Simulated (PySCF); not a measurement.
Excitations are Tamm–Dancoff values on a coarser integration grid. The basis has no diffuse functions, so Rydberg states are missing or too high.

Species: C$_{4}$H$_{4}$, SMILES `C=C=C=C` (charge 0, multiplicity 1).

**Question.** Give the HOMO, brightest of the four lowest singlets (TDA) and S1 excitation (TDA) at the level PBE-D3(BJ)/def2-TZVP (PySCF 2.14.0).

**Answer.** 
```yaml
HOMO: -6.11 eV
brightest of the four lowest singlets (TDA): 5.74 eV
S1 excitation (TDA): 3.87 eV
```
